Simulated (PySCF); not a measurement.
Oxygen: a sound run and one with changed settings

Sound run: O⁺ [He] 2s2 2p3, O²⁺ [He] 2s2 2p2. Calculation: PySCF 2.14, in x2c-SVPall (3s2p1d, 14 functions); the spin-free X2C one-electron Hamiltonian (Gaussian nucleus). In the sound run the correlated levels freeze 1s2. The sound run starts from symmetry-adapted Hartree-Fock orbitals and uses a fine grid where one is needed.

Changed run: initial guess minao, at most 50 SCF cycles.

```json
{"species": "O⁺", "method": "UHF", "sound run (hartree)": "-74.32809", "changed run (hartree)": "-74.32809", "converged": "yes"}
{"species": "O⁺", "method": "PBE", "sound run (hartree)": "-74.45727", "changed run (hartree)": "-74.45727", "converged": "yes"}
{"species": "O⁺", "method": "CCSD(T)", "sound run (hartree)": "-74.41259", "changed run (hartree)": "-74.41259", "converged": "yes"}
{"species": "O²⁺", "method": "LDA", "sound run (hartree)": "-72.65844", "changed run (hartree)": "-72.65844", "converged": "yes"}
{"species": "O²⁺", "method": "MP2", "sound run (hartree)": "-73.10718", "changed run (hartree)": "-73.10718", "converged": "yes"}
```

Here the plain start reaches the same solutions.
